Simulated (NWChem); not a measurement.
System: MgSiH₄S; SMILES [Mg]([SH])[SiH3]

NWChem printed, in part:

```
             Northwest Computational Chemistry Package (NWChem) 7.3.0
             --------------------------------------------------------

 C1  symmetry detected

                             Geometry "geometry" -> ""
                             -------------------------

 Output coordinates in angstroms (scale by  1.889725989 to convert to a.u.)

  No.       Tag          Charge          X              Y              Z
 ---- ---------------- ---------- -------------- -------------- --------------
    1 Mg                  12.0000     0.01108538    -0.12938736     0.00068683
    2 S                   16.0000     0.05730441    -2.44739084    -0.00025519
    3 H                    1.0000    -1.29212391    -2.54977704    -0.00033158
    4 Si                  14.0000     0.01435799     2.44367167    -0.00026300
    5 H                    1.0000    -1.36620742     3.01621184     0.14773947
    6 H                    1.0000     0.57580162     3.01663734    -1.26961006
    7 H                    1.0000     0.83162256     3.01642633     1.12172529

 Effective nuclear repulsion energy (a.u.)     138.3868178032

  pbe96 is a nonlocal functional; adding pw91lda local functional.

                                 NWChem DFT Module
                                 -----------------

 Summary of "ao basis" -> "ao basis" (spherical)
 ------------------------------------------------------------------------------
       Tag                 Description            Shells   Functions and Types
 ---------------- ------------------------------  ------  ---------------------
 Mg                        def2-tzvp                12       32   5s4p3d
 S                         def2-tzvp                13       37   5s5p2d1f
 H                         def2-tzvp                 4        6   3s1p
 Si                        def2-tzvp                13       37   5s5p2d1f

            General Information
            -------------------
          SCF calculation type: DFT
          Wavefunction type:  closed shell.
          No. of atoms     :     7
          No. of electrons :    46
           Alpha electrons :    23
            Beta electrons :    23
          Charge           :     0
          Spin multiplicity:     1
          Use of symmetry is: off; symmetry adaption is: off
          Maximum number of iterations: 150
          AO basis - number of functions:   130
                     number of shells:    54
          Convergence on energy requested:  1.00D-06
          Convergence on density requested:  1.00D-05
          Convergence on gradient requested:  5.00D-04

              XC Information
              --------------
          PerdewBurkeErnzerhof Exchange Functional  1.000
            Perdew 1991 LDA Correlation Functional  1.000 local
           PerdewBurkeErnz. Correlation Functional  1.000 non-local

             Grid Information
             ----------------
          Grid used for XC integration:  medium
          Radial quadrature: Mura-Knowles
          Angular quadrature: Lebedev.
          Tag              B.-S. Rad. Rad. Pts. Rad. Cut. Ang. Pts.
          ---              ---------- --------- --------- ---------
          Mg                  1.50       88          11.0       590
          S                   1.00       88          14.0       590
          H                   0.35       45          14.0       434
          Si                  1.10       88          13.0       590
          Grid pruning is: on
          Number of quadrature shells:   444
          Spatial weights used:  Erf1

      Superposition of Atomic Density Guess
      -------------------------------------

 Sum of atomic energies:        -887.92077982

      Non-variational initial energy
      ------------------------------

 Total energy =    -888.429595
 1-e energy   =   -1506.957798
 2-e energy   =     480.141385
 HOMO         =      -0.280555
 LUMO         =      -0.029804

     ---------------------------------------------
      Total Density - Mulliken Population Analysis
     ---------------------------------------------

    Atom       Charge   Shell Charges
 -----------   ------   -------------------------------------------------------
    1 Mg  12    11.20   2.00  0.71  1.27  0.73  0.23  5.11  0.88  0.16  0.04  0.00  0.03  0.03
    2 S   16    16.86   2.01  0.49  1.48  1.09  0.80  4.19  1.69  0.94  2.64  1.51  0.01  0.02  0.00
    3 H    1     0.74   0.19  0.40  0.13  0.02
    4 Si  14    14.09   2.00  0.59  1.39  0.90  0.54  4.11  1.73  0.50  1.47  0.75  0.05  0.05  0.01
    5 H    1     1.04   0.22  0.54  0.26  0.01
    6 H    1     1.04   0.22  0.54  0.26  0.01
    7 H    1     1.04   0.22  0.54  0.26  0.01

   convergence    iter        energy       DeltaE   RMS-Dens  Diis-err
 ---------------- ----- ----------------- --------- --------- ---------
 d= 0,ls=0.0,diis     1   -889.7123012312 -1.03D+03  7.61D-03  1.12D+00
 d= 0,ls=0.0,diis     2   -889.6691371094  4.32D-02  7.94D-03  5.12D-01
 d= 0,ls=0.0,diis     3   -889.7063385230 -3.72D-02  3.19D-03  3.76D-01
 d= 0,ls=0.0,diis     4   -889.7669289421 -6.06D-02  6.09D-04  3.12D-03
 d= 0,ls=0.0,diis     5   -889.7676148766 -6.86D-04  1.69D-04  4.49D-04
  Resetting Diis
 d= 0,ls=0.0,diis     6   -889.7676885533 -7.37D-05  4.72D-05  6.75D-05
 d= 0,ls=0.0,diis     7   -889.7676989191 -1.04D-05  1.64D-05  9.85D-07
 d= 0,ls=0.0,diis     8   -889.7676987093  2.10D-07  9.69D-06  2.21D-06

         Total DFT energy =     -889.767698709300
      One electron energy =    -1509.595505162672
           Coulomb energy =      545.543527280316
    Exchange-Corr. energy =      -64.102538630185
 Nuclear repulsion energy =      138.386817803241

 Numeric. integr. density =       45.999991985384

                       DFT Final Molecular Orbital Analysis
                       ------------------------------------

 Vector   21  Occ=2.000000D+00  E=-2.681906D-01
              MO Center= -6.7D-03, -1.2D+00,  2.6D-05, r^2= 4.8D+00
   Bfn.  Coefficient  Atom+Function         Bfn.  Coefficient  Atom+Function
  ----- ------------  ---------------      ----- ------------  ---------------
     4      0.449072  1 Mg s                 48      0.348683  2 S  py
    51      0.226220  2 S  py                 3     -0.198285  1 Mg s
    37     -0.159546  2 S  s                 45      0.159440  2 S  py
    36     -0.146907  2 S  s                 91     -0.145804  4 Si py
    39     -0.137493  2 S  py                35      0.095527  2 S  s

 Vector   22  Occ=2.000000D+00  E=-2.263128D-01
              MO Center=  2.1D-02,  5.6D-01, -1.2D-04, r^2= 6.0D+00
   Bfn.  Coefficient  Atom+Function         Bfn.  Coefficient  Atom+Function
  ----- ------------  ---------------      ----- ------------  ---------------
    91      0.319664  4 Si py                48      0.282773  2 S  py
    51      0.214769  2 S  py                 4     -0.186124  1 Mg s
    80     -0.181984  4 Si s                 94      0.180247  4 Si py
    13     -0.164083  1 Mg py                45      0.125165  2 S  py
     7      0.124210  1 Mg py                82     -0.117544  4 Si py

 Vector   23  Occ=2.000000D+00  E=-2.163454D-01
              MO Center=  1.8D-02, -2.3D+00, -1.7D-04, r^2= 1.8D+00
   Bfn.  Coefficient  Atom+Function         Bfn.  Coefficient  Atom+Function
  ----- ------------  ---------------      ----- ------------  ---------------
    49      0.495094  2 S  pz                52      0.362693  2 S  pz
    46      0.222150  2 S  pz                40     -0.189285  2 S  pz
    43     -0.083115  2 S  pz                17      0.081634  1 Mg pz
    14      0.068807  1 Mg pz                29     -0.045559  1 Mg d -1
     8     -0.044668  1 Mg pz                24     -0.030367  1 Mg d -1

 Vector   24  Occ=0.000000D+00  E=-6.829661D-02
              MO Center= -4.9D-01,  6.7D-02,  2.4D-03, r^2= 6.8D+00
   Bfn.  Coefficient  Atom+Function         Bfn.  Coefficient  Atom+Function
  ----- ------------  ---------------      ----- ------------  ---------------
     5      0.990758  1 Mg s                 80     -0.694115  4 Si s
     4      0.391431  1 Mg s                 94      0.347727  4 Si py
    37     -0.304824  2 S  s                 79     -0.231433  4 Si s
    15     -0.219042  1 Mg px                51     -0.209239  2 S  py
    48     -0.188648  2 S  py                91      0.182040  4 Si py

 Vector   25  Occ=0.000000D+00  E=-6.489266D-02
              MO Center=  5.2D-01,  3.9D-01, -1.6D-02, r^2= 5.3D+00
   Bfn.  Coefficient  Atom+Function         Bfn.  Coefficient  Atom+Function
  ----- ------------  ---------------      ----- ------------  ---------------
    15      0.625316  1 Mg px               115      0.316147  5 H  s
     5      0.274388  1 Mg s                 12      0.261976  1 Mg px
    93      0.232526  4 Si px                80     -0.225077  4 Si s
    72      0.197004  3 H  s                 37     -0.180862  2 S  s
     6     -0.145358  1 Mg px               127     -0.141498  7 H  s

 Vector   26  Occ=0.000000D+00  E=-5.802465D-02
              MO Center= -6.9D-02,  5.9D-01,  2.1D-02, r^2= 5.4D+00
   Bfn.  Coefficient  Atom+Function         Bfn.  Coefficient  Atom+Function
  ----- ------------  ---------------      ----- ------------  ---------------
    17      0.636351  1 Mg pz               121      0.312245  6 H  s
   127     -0.275925  7 H  s                 95      0.274375  4 Si pz
    14      0.261484  1 Mg pz                52     -0.163754  2 S  pz
     8     -0.143373  1 Mg pz                49     -0.120933  2 S  pz
   102     -0.110146  4 Si d -1              92      0.101285  4 Si pz

     ---------------------------------------------
      Total Density - Mulliken Population Analysis
     ---------------------------------------------

[...]
```

Level: PBE/def2-TZVP. Structure relaxed at the PBE0/def2-SVP level.

Write an input that gives this output.

Several could match; the one computed here: the input that was run:
```
start job
memory heap 200 mb stack 900 mb global 1100 mb
geometry units angstroms noautoz
  Mg     0.235304    -0.351256     0.020255
  S      0.139075    -2.667657     0.037679
  H     -1.213629    -2.687260     0.002361
  Si     0.396629     2.216666     0.000375
  H     -0.949565     2.873937     0.107260
  H      1.025234     2.742732    -1.257743
  H      1.217882     2.748418     1.139502
end
basis spherical
  * library def2-tzvp
end
dft
  xc xpbe96 cpbe96
  iterations 150
  mulliken
end
task dft energy
```
